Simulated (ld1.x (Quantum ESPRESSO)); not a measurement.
Transferability test, TM potential for chlorine

chlorine (Cl), norm-conserving Troullier–Martins (Kleinman–Bylander form), made with ld1.x (Quantum ESPRESSO) 7.5 (PBEsol, non-relativistic). Core [Ne], reference 3s2 3p4 (charge +1). Waves: 3s (bound): rc 1.00 bohr; 3d channel at -0.15 Ry: rc 1.05 bohr; 3p (bound): rc 0.90 bohr. Local part: the p channel. Core correction: none.

Energies are relative to the spin-unpolarised reference configuration 3s2 3p4; without spin polarisation the order of configurations can differ from experiment. The frozen-core shift is the all-electron ΔE with the core orbitals held at their reference shape minus the fully relaxed ΔE.

(1) Give the all-electron excitation energy and the error of the potential for: 3s2 3p5; 3s2 3p3; 3s2 3p2; 3s2 3p1; 3s1 3p6; 3s2 3p4.5; 3s1 3p5.

Levels in the configuration 3s2 3p3:

| level | all-electron (eV) | pseudo (eV) |
| --- | --- | --- |
| 3s | -44.627 | -44.575 |
| 3p | -31.640 | -31.594 |

## Answers

(1)

```csv
valence configuration,charge,ΔE all-electron (eV),error AE − PS (meV),frozen-core shift (meV)
3s2 3p5,0,-13.851,+9.4,+0.8
3s2 3p3,+2,25.410,+20,+3.4
3s2 3p2,+3,63.671,+105,+22
3s2 3p1,+4,115.862,+298,+76
3s1 3p6,0,-1.917,+10,+0.5
3s2 3p4.5,+0.5,-8.279,+2.9,+0.3
3s1 3p5,+1,12.478,+8.0,+0.2
```
